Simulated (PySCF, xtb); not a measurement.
C₂H₆BFN₂, SMILES C=C(F)B(N)N.

GFN2-xTB (xtb) at its own geometry gives an orbital gap of 4.17 eV and a dipole moment of 3.15 D.

Geometry: r2SCAN-D4/def2-SVP. This is a generated structure with no PubChem entry under its InChIKey; it may be hypothetical. Other conformers were not sampled.

### Question
What does PBE0/def2-TZVP in PySCF give? (An estimate is asked for; the answer gives what the named calculation found.)

### Answer
gap 6.81 eV (levels -7.06 and -0.25 eV), dipole 2.33 D.
